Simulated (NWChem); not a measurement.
Molecule: MgHOCl; SMILES [OH][Mg][Cl]

```xyz
4

Mg     0.0102     0.5349    -0.0020
Cl    -0.0050    -1.6419     0.0006
O     -0.0268     2.2854     0.0011
H      0.1774     3.2098     0.0060
```
Atoms are numbered in this order, from 1.

Program: NWChem. Pople sets run with spherical d functions. The geometry was optimised at PBE0-D3(BJ)/def2-TZVP. Total energies compare along this basis series because the functional is fixed.

| level | basis functions | energy (Ha) | highest occupied level (eV) | orbital gap (eV) | dipole (D) |
|---|---|---|---|---|---|
| TPSS/STO-3G | 24 | -727.6411 | -0.50 | 4.30 | 3.60 |
| TPSS/3-21G | 37 | -732.4623 | -6.00 | 4.06 | 3.86 |
| TPSS/6-31G* | 52 | -736.2141 | ? | ? | 2.52 |
| TPSS/6-31+G* | 64 | -736.2263 | -6.76 | 4.82 | 2.16 |
| TPSS/6-311G** | 76 | -736.2946 | -6.52 | 4.71 | 2.55 |
| TPSS/6-311++G** | 89 | -736.3028 | -6.81 | 4.87 | 2.09 |

Task: Some entries are withheld; supply them.

Result: 
- TPSS/6-31G*, highest occupied level (eV): -6.33
- TPSS/6-31G*, orbital gap (eV): 4.61
